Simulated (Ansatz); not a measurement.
C9H5NO4Os, SMILES `[O+]#[C][Os-5]([C]#[O+])([C]#[O+])([C]#[O+])[n+]1ccccc1`, 20 atoms. The species carries charge 0 and has multiplicity 1. Correlated methods include outer-core shells of Os, which these sets cover unevenly. Os takes the def2 core potential. Hardware: A = 11 threads of an AMD EPYC 7R13 on a shared host and a whole NVIDIA H100 80 GB; B = 11 threads of an AMD EPYC 7R13 on a shared host. Correlated methods freeze the cores.

(1) How many basis functions does each run have, and how long does it take in Ansatz? RKS ωB97M-V/def2-SVP energy [B]; RKS PBE0-D4/def2-TZVPP energy [A]; RKS BHLYP-D4/def2-TZVPP energy [A]; RKS PBE0-D4/def2-TZVP relaxation (85 steps) [A]; RHF-MP2/def2-QZVPP energy [A]; RKS ωB97M-V/def2-QZVPP energy [A]; RKS PBE-QIDH (frozen core)/def2-TZVPP energy [A]; direct RPA on PBE orbitals/def2-TZVPP energy [A]; RHF-CCSD(T)/def2-SVP energy [A]; RKS PBE0-D4/def2-SVP energy [B]; RHF-CCSD(T)/def2-TZVPP energy [A]; RKS PBE0-D4/def2-QZVPP energy [A]. (An estimate is asked.)

## Answers

(1) Computed: Other jobs shared the machine, so times are rough.

```csv
level,job,functions,wall time,peak host memory (GiB)
RKS PBE0-D4/def2-TZVPP,energy [A],560,2.4 s,1.2
RKS BHLYP-D4/def2-TZVPP,energy [A],560,2.8 s,1.6
RKS PBE0-D4/def2-SVP,energy [B],253,3.6 s,1.6
RKS PBE0-D4/def2-QZVPP,energy [A],1036,3.9 s,1.7
RKS PBE-QIDH (frozen core)/def2-TZVPP,energy [A],560,4 s,3.4
direct RPA on PBE orbitals/def2-TZVPP,energy [A],560,4.1 s,3.4
RKS ωB97M-V/def2-QZVPP,energy [A],1036,6 s,1.9
RHF-CCSD(T)/def2-SVP,energy [A],253,7 s,1.6
RHF-MP2/def2-QZVPP,energy [A],1036,7 s,1.9
RKS ωB97M-V/def2-SVP,energy [B],253,9 s,2
RHF-CCSD(T)/def2-TZVPP,energy [A],560,96 s,1.6
RKS PBE0-D4/def2-TZVP,relaxation (85 steps) [A],504,2.1 min,1.4
```
